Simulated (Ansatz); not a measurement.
Correlation energies of ClH4O2Si2 (`O[SiH][SiH](O)Cl`) radical by basis set

Cartesian coordinates in Å:
```
O -1.517 -0.309 -1.732
Si -0.832 0.869 -0.795
Si 0.992 0.000 0.368
O 0.574 -1.291 1.287
Cl 1.638 1.571 1.549
H -2.429 -0.189 -2.003
H -1.846 1.479 0.121
H 2.145 -0.339 -0.504
H 1.275 -1.792 1.710
```

Charge 0, multiplicity 2. All single points use the PBE0-D4/def2-TZVP geometry. It is one conformer, not always the lowest. Frozen core, unrestricted reference, Ansatz 0.2.0. CBS rows extrapolate triple and quadruple zeta; past MP2 they add the triple-zeta difference.

| basis | HF (Eh) | MP2 corr. |
| --- | --- | --- |
| def2-SVP | -1189.06574 | -0.67396 |
| def2-TZVPP | -1189.63975 | -0.88368 |
| def2-QZVPP | -1189.67841 | -0.96139 |

**Question.** Estimate the CCSD correlation energy and the (T) correction in each basis where they were run (hartree).

**Answer.** 
```
     basis  CCSD corr.       (T)
  def2-SVP    -0.72027  -0.01628
def2-TZVPP    -0.92797  -0.03548
 CBS(def2)    -1.06324     as TZ
```
